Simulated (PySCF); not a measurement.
Sb(Br)(SiH3)2 (BrH6SbSi2), SMILES [SiH3][Sb]([SiH3])[Br].

Coordinates come from a B3LYP-D3(BJ)/def2-SVP optimisation. The def2 effective core potentials stand for the cores of Sb; spin–orbit coupling is left out.

Two levels are set side by side: PBE/def2-TZVP (PySCF) and B3LYP/def2-TZVP (PySCF). Same geometry, gas phase. Differences are taken from unrounded values.

```json
[
 {"quantity": "orbital gap (eV)", "PBE": "3.12"},
 {"quantity": "highest occupied level (eV)", "PBE": "-6.14"},
 {"quantity": "lowest empty level (eV)", "PBE": "-3.02"},
 {"quantity": "dipole moment (D)", "PBE": "2.22"},
 {"quantity": "mean polarisability (bohr³)", "PBE": "129.1"}
]
```

Problem. These are the PBE values. What does B3LYP give? (Estimate from the structure and the level; the computed values follow.)

Solution. 
| quantity | B3LYP | PBE minus B3LYP |
|---|---|---|
| orbital gap (eV) | 4.48 | -1.36 |
| highest occupied level (eV) | -6.94 | 0.80 |
| lowest empty level (eV) | -2.46 | -0.56 |
| dipole moment (D) | 2.42 | -0.20 |
| mean polarisability (bohr³) | 126.1 | 3.0 |

Without exact exchange PBE keeps part of each electron's self-repulsion, which lifts occupied levels and narrows the gap. Differences between two approximate levels are no errors against the true value.

Rough cost on one machine, each run with all the roots and properties that it gave: B3LYP against PBE within a factor of 2.
